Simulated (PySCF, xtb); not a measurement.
C₃H₄ClNSi, SMILES Cl[Si@@H]1C=CN=C1.

xtb 6.7.1 with GFN2-xTB at its own geometry gives an orbital gap of 1.83 eV and a dipole moment of 1.74 D.

Coordinates come from a PBE0-D3(BJ)/def2-SVP optimisation. The structure was generated by enumeration; whether it is a known compound was not checked.

**Question.** What does PBE/def2-TZVP in PySCF give? (Estimate from the structure and the level; the computed values follow.)

**Answer.** gap 2.59 eV (levels -6.02 and -3.43 eV), dipole 1.16 D.
